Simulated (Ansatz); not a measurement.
`NBF` + CH₃OH → `COBF` + NH₃ at 298.15 K and 1 bar (ligand exchange at a B–N bond).

Calculated with Ansatz (gas phase, PBE0-D4/def2-TZVP geometries, no zero-point term in ΔE). CCSD(T)/CBS is the MP2 limit (def2-TZVPP, def2-QZVPP) plus CCSD(T) − MP2 in def2-TZVPP, frozen cores. This one scheme is used for every species. One conformer a species, not always the lowest.

| species | CCSD(T)/CBS energy (Eh) | H − E (kJ/mol) | S (J/(mol·K)) |
| --- | --- | --- | --- |
| `NBF` | -181.19761 | 123.9 | 257.1 |
| CH₃OH | -115.61712 | 146.3 | 238.2 |
| `COBF` | -240.31409 | 169.0 | 291.1 |
| NH₃ | -56.50880 | 100.5 | 192.4 |

H − E and S are ideal-gas, rigid-rotor, harmonic terms from PBE0-D4/def2-TZVP, for one conformer and one mirror image of each species. 1 Eh = 2625.50 kJ/mol, R = 8.31446 J/(mol·K).

Task: By hand: ΔE, ΔH, ΔS and ΔG.

Result: ΔE = (-240.31409) + (-56.50880) − (-181.19761) − (-115.61712) = -0.00816 Eh = -21.4 kJ/mol. Δ(H − E) = 169.0 + 100.5 − 123.9 − 146.3 = -0.7, so ΔH = -22.1 kJ/mol. ΔS = 291.1 + 192.4 − 257.1 − 238.2 = -11.8 J/(mol·K). ΔG = -22.1 − 298.15 × (-11.8)/1000 = -18.6 kJ/mol.

Task: By hand: the equilibrium constant, and the temperature at which ΔG would vanish if ΔH and ΔS stayed fixed.

Result: log₁₀ K = −ΔG/(RT ln 10) = 3.3. ΔG = 0 at ΔH/ΔS = 1873 K, though so small a ΔS makes that figure unsure.

The number of gas molecules stays the same, so ΔS is small and ΔH decides. A doubt of 5 kJ/mol in ΔE shifts log₁₀ K by 0.9 here. Other conformers and mirror images would add mixing entropy, several J/(mol·K) or more a flexible species. These are equilibria of isolated gas molecules and say nothing of rates. Largest T1 diagnostic: 0.013 (customary marks: 0.02 for closed shells, 0.045 for open ones).
